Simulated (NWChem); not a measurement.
System: CBr3, doublet; SMILES Br[C](Br)Br

Program: NWChem. Pople sets run with spherical d functions. Spin-unrestricted. In the optimisation the excess spin sits in a (C3, its own frame). The geometry was optimised at PBE0/def2-SVP, spin-unrestricted. No stability test was run on the SCF state. Total energies compare along this basis series because the functional is fixed.

```json
[
 {"level": "PBE/STO-3G", "basis functions": "59", "energy (Ha)": "-7674.2386", "highest occupied level (eV)": "-1.61", "lowest empty minus highest occupied level, either spin (eV)": "1.76", "dipole (D)": "0.25"},
 {"level": "PBE/3-21G", "basis functions": "75", "energy (Ha)": "-7721.9140", "highest occupied level (eV)": "-4.35", "lowest empty minus highest occupied level, either spin (eV)": "1.39", "dipole (D)": "0.58"},
 {"level": "PBE/6-31G*", "basis functions": "110", "energy (Ha)": "-7758.3796", "highest occupied level (eV)": "-4.84", "lowest empty minus highest occupied level, either spin (eV)": "1.44", "dipole (D)": "0.26"},
 {"level": "PBE/6-311G**", "basis functions": "150", "energy (Ha)": "-7759.2084", "highest occupied level (eV)": "-4.91", "lowest empty minus highest occupied level, either spin (eV)": "1.40", "dipole (D)": "0.32"},
 {"level": "PBE/def2-TZVPD", "basis functions": "208", "energy (Ha)": "-7759.3232", "highest occupied level (eV)": "…", "lowest empty minus highest occupied level, either spin (eV)": "1.38", "dipole (D)": "…"}
]
```

Q: Complete the blanks.

A: 
- PBE/def2-TZVPD, highest occupied level (eV): -4.98
- PBE/def2-TZVPD, dipole (D): 0.15
